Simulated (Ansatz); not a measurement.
Cu₃O₂ (the lowest doublet isomer of a short search), 5 atoms. Hardware: 4 threads of AMD EPYC 9R45 on a shared host.

Correlated methods freeze 29 core orbitals.

How many basis functions does each of these Ansatz runs have, and roughly what does it cost? PBE-D4/def2-SVP, charge 0 doublet, energy, from earlier orbitals; HSE06-D4/def2-TZVP, charge 0 doublet, energy, from earlier orbitals; PBE0-D4/def2-TZVP, charge 0 doublet, energy, from earlier orbitals; PBE-D4/def2-SVP, charge 0 doublet, energy with a search over starts; PBE-D4/def2-TZVP, charge 0 doublet, energy and forces, from earlier orbitals; B3LYP-D4/def2-TZVP, charge 0 doublet, energy, from earlier orbitals; MP2/def2-TZVP, charge 0 doublet, energy, from earlier orbitals; PBE0-D4/def2-SVP, charge 0 doublet, energy, from earlier orbitals; PBE-QIDH/def2-TZVP, charge 0 doublet, energy, from earlier orbitals; r2SCAN-D4/def2-TZVP, charge 0 doublet, energy, from earlier orbitals; B3LYP-D4/def2-SVP, charge 0 doublet, relaxation, 5 steps; CCSD(T)/def2-SVP, charge 0 doublet, energy, from earlier orbitals.

Other jobs shared the machine, so times can vary by a factor of up to 3. A dash marks memory too small to be measured apart from the calling script's.

| run | functions | fitting or Cholesky vectors | wall time | peak host memory (GiB) |
| --- | --- | --- | --- | --- |
| PBE-D4/def2-SVP, charge 0 doublet, energy, from earlier orbitals | 121 | 1438 | 1.1 s | – |
| PBE0-D4/def2-SVP, charge 0 doublet, energy, from earlier orbitals | 121 | 1290 | 1.6 s | – |
| PBE-D4/def2-TZVP, charge 0 doublet, energy and forces, from earlier orbitals | 197 | 1661 | 2 s | – |
| B3LYP-D4/def2-TZVP, charge 0 doublet, energy, from earlier orbitals | 197 | 1819 | 3 s | 0.93 |
| HSE06-D4/def2-TZVP, charge 0 doublet, energy, from earlier orbitals | 197 | 1819 | 3.1 s | 0.96 |
| PBE0-D4/def2-TZVP, charge 0 doublet, energy, from earlier orbitals | 197 | 1819 | 3.4 s | 0.93 |
| r2SCAN-D4/def2-TZVP, charge 0 doublet, energy, from earlier orbitals | 197 | 1661 | 4 s | – |
| PBE-D4/def2-SVP, charge 0 doublet, energy with a search over starts | 121 | 1438 | 6 s | – |
| PBE-QIDH/def2-TZVP, charge 0 doublet, energy, from earlier orbitals | 197 | 1819 | 6 s | 0.93 |
| MP2/def2-TZVP, charge 0 doublet, energy, from earlier orbitals | 197 | 1819 | 6.5 s | 0.87 |
| B3LYP-D4/def2-SVP, charge 0 doublet, relaxation, 5 steps | 121 | 1407 | 8.5 s | – |
| CCSD(T)/def2-SVP, charge 0 doublet, energy, from earlier orbitals | 121 | 1290 | 21 s | 1.3 |
